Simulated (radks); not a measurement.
Values are calculated unless marked as measured or tabulated.
Q: Ionisation ladder of hafnium, from Hf44+ to Hf65+. Each ion is in the ground configuration listed by NIST, and IE = E(next ion) - E(this ion). Code: a radial shooting solver on a logarithmic mesh with Libxc functionals. Model: Dirac Kohn-Sham, exchange-only PBE, spin-unpolarised, spherical densities, finite nucleus; open shells fill j = l - 1/2 first; Fermi nuclear charge, rms radius 5.347 fm.

| species | configuration | IE, Delta-SCF (eV) | -e(HOMO) (eV) | HOMO |
|---|---|---|---|---|
| Hf44+ | [Ar] 3d10 | 3739.5 | 3678.0 | 3d5/2 |
| Hf45+ | [Ar] 3d9 | ? | 3801.1 | 3d5/2 |
| Hf46+ | [Ar] 3d8 | 3988.6 | 3925.7 | 3d5/2 |
| Hf47+ | [Ar] 3d7 | 4115.3 | 4051.7 | 3d5/2 |
| Hf48+ | [Ar] 3d6 | 4243.5 | 4179.2 | 3d5/2 |
| Hf49+ | [Ar] 3d5 | 4373.0 | 4308.0 | 3d5/2 |
| Hf50+ | [Ar] 3d4 | 4572.4 | 4505.4 | 3d3/2 |
| Hf51+ | [Ar] 3d3 | 4707.4 | 4639.7 | 3d3/2 |
| Hf52+ | [Ar] 3d2 | 4843.7 | 4775.3 | 3d3/2 |
| Hf53+ | [Ar] 3d1 | 4981.4 | 4912.3 | 3d3/2 |
| Hf54+ | [Ar] | 5358.1 | 5298.5 | 3p3/2 |
| Hf55+ | [Ne] 3s2 3p5 | ? | 5417.9 | 3p3/2 |
| Hf56+ | [Ne] 3s2 3p4 | 5597.8 | 5537.7 | 3p3/2 |
| Hf57+ | [Ne] 3s2 3p3 | 5718.2 | 5658.0 | 3p3/2 |
| Hf58+ | [Ne] 3s2 3p2 | 6166.5 | 6102.3 | 3p1/2 |
| Hf59+ | [Ne] 3s2 3p1 | ? | 6230.6 | 3p1/2 |
| Hf60+ | [Ne] 3s2 | 6569.1 | 6509.8 | 3s1/2 |
| Hf61+ | [Ne] 3s1 | 6688.1 | 6628.4 | 3s1/2 |
| Hf62+ | [Ne] | 14706.4 | 14544.4 | 2p3/2 |
| Hf63+ | [He] 2s2 2p5 | ? | 14868.7 | 2p3/2 |
| Hf64+ | [He] 2s2 2p4 | 15358.4 | 15194.8 | 2p3/2 |
| Hf65+ | [He] 2s2 2p3 | 15686.5 | 15522.3 | 2p3/2 |

Estimate the withheld Delta-SCF values.

A: Hf45+: 3863.3 eV (NIST 3858); Hf55+: 5477.7 eV (NIST 5468); Hf59+: 6294.8 eV (NIST 6284); Hf63+: 15031.6 eV (NIST 14999).

Beside tabulated values, note that spin-unpolarised runs miss the spin-polarisation part of the exchange energy of open shells.
